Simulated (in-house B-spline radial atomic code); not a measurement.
A calculation on Tm3+ (an excited or competing configuration): its settings, and results tabulated from the run. All numbers are computed (scalar-relativistic (X2C) r2SCAN0, spin-polarised, spherical fractional occupations, exact exchange averaged over the configuration; Fermi nucleus of rms radius 5.2256 fm) with a radial B-spline atomic code at the basis-set limit, not measured.

Command:
```bash
python run_scf.py task.json out
```
Settings (nuclear radius in fm, mass in u):
```
Z                69
configuration    [Xe] 4f11 6s1
hamiltonian      x2c
method           r2scan0
spin_polarised   True
nucleus          fermi
rms_radius       5.2256
atomic_mass      168.93422
speed_of_light   137.035999084
exact_exchange   averaged over the configuration
```

Output (hartree, bohr):
```
 radial grid: 77 intervals, B-splines of order 8, outer radius 51.8919 bohr

 iter        energy (Eh)    residual
    1      -13565.098347    1.56e-01
    2      -13565.114435    7.08e-03
    3      -13565.115508    2.60e-03
    4      -13565.115593    9.84e-04
    5      -13565.115591    6.98e-04
    6      -13565.115602    2.12e-04
    7      -13565.115603    3.69e-05
    8      -13565.115603    4.88e-06
    9      -13565.115603    3.46e-07

 total energy                    -13565.11560
 kinetic                           15027.4696
 electron-nucleus                 -33534.4552
 Hartree                            5229.6057
 exact exchange                      -70.5631
 exchange-correlation               -217.1727

 orbital      occ     eigenvalue          <r>       <r^2>       <1/r>       r_max
 1s up      1.000     -2181.3742    0.0192526 0.000516258     85.7375     0.01171
 1s down    1.000     -2181.3727    0.0192526 0.000516259     85.7375     0.01171
 2s up      1.000      -371.2513    0.0841171   0.0084266     19.9234     0.07171
 2s down    1.000      -371.2494    0.0841162  0.00842635     19.9235     0.07171
 2p up      3.000      -328.6473    0.0749372  0.00687522     17.1533     0.05803
 2p down    3.000      -328.6458    0.0749361  0.00687494     17.1534     0.05803
 3s up      1.000       -85.6091     0.220223   0.0555872     7.18018      0.2032
 3s down    1.000       -85.5320     0.220109   0.0555271     7.18473      0.2031
 3p up      3.000       -72.5372     0.219512   0.0559757     6.42732      0.1999
 3p down    3.000       -72.4577     0.219362   0.0558964      6.4319      0.1998
 3d up      5.000       -55.9822     0.199977   0.0469428      6.0095      0.1634
 3d down    5.000       -55.9128     0.199773   0.0468359     6.01431      0.1633
 4s up      1.000       -18.6928     0.497115    0.279054     2.96276      0.4646
 4s down    1.000       -18.5290     0.497204     0.27913     2.96079      0.4646
 4p up      3.000       -14.3311     0.526155    0.315002      2.6518       0.485
 4p down    3.000       -14.1640     0.526292    0.315153     2.64985      0.4849
 4d up      5.000        -8.4042     0.568244    0.374468     2.33223       0.501
 4d down    5.000        -8.2198     0.568964    0.375526     2.32844      0.5009
 5s up      1.000        -3.5547      1.18586      1.5779     1.13506       1.072
 5s down    1.000        -3.4911      1.19797     1.60952     1.11939        1.08
 5p up      3.000        -2.4313      1.36623      2.1095     0.95901       1.205
 5p down    3.000        -2.3869      1.37339     2.12583    0.949517       1.215
 4f up      7.000        -1.9110      0.70368    0.625975     1.81377      0.4896
 4f down    4.000        -1.7724       0.7154    0.651353     1.79528      0.4911
 6s up      1.000        -1.0198      2.84736     8.99479    0.447931       2.631
```

Time taken, with all properties: 0.57 s on 1 thread of Arm Neoverse V1 (shared host).

One-electron X2C: radii and densities carry no picture-change correction, so inner-shell <1/r> comes out high (for 1s by about 2 % at Z = 33, 5 % at 54, 10 % at 75, 30 % at 118) and <r> low.
